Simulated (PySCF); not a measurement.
A GIAO shielding run with PySCF 2.14.0 with density-fitted response routines (density fitting, non-relativistic, gas phase) on `O([Si@H](C=C)SC)C=O`, C$_{4}$H$_{8}$O$_{2}$SSi:

```
$ OMP_NUM_THREADS=1 python probes_run.py task.json out

{"job": {"kind": "nmr", "xc": "PBE0", "basis": "pcSseg-1"}, "charge": 0, "multiplicity": 1}
C     -0.904286     2.132111    -0.514010
C     -0.133450     1.094622    -0.810238
Si    -0.130038    -0.535982     0.136745
O     -1.423456    -1.493197    -0.307638
C     -2.655121    -1.145628    -0.041897
O     -2.984696    -0.160599     0.546527
S      1.479526    -1.776014    -0.498758
C      2.846378    -0.688799     0.018763
H     -1.584153     2.110646     0.320955
H     -0.896113     3.038681    -1.099896
H      0.527636     1.171674    -1.668648
H     -0.130902    -0.381614     1.586743
H     -3.367451    -1.891532    -0.433729
H      2.738735     0.285547    -0.444674
H      3.766822    -1.157725    -0.310194
H      2.842969    -0.593248     1.099018
```

Hardware: 1 thread of an Intel Xeon 6975P-C, shared host. The job also computes population analyses, field gradients.

Q: How large is the calculation?

A: 78 electrons, 190 basis functions and 1032 auxiliary functions.

Q: How long does it take, and how much memory does it need?

A: 22 s of wall time, with 14 SCF cycles and 5 response iterations; peak memory 0.89 GiB. Times on a shared host scatter by some tens of per cent.
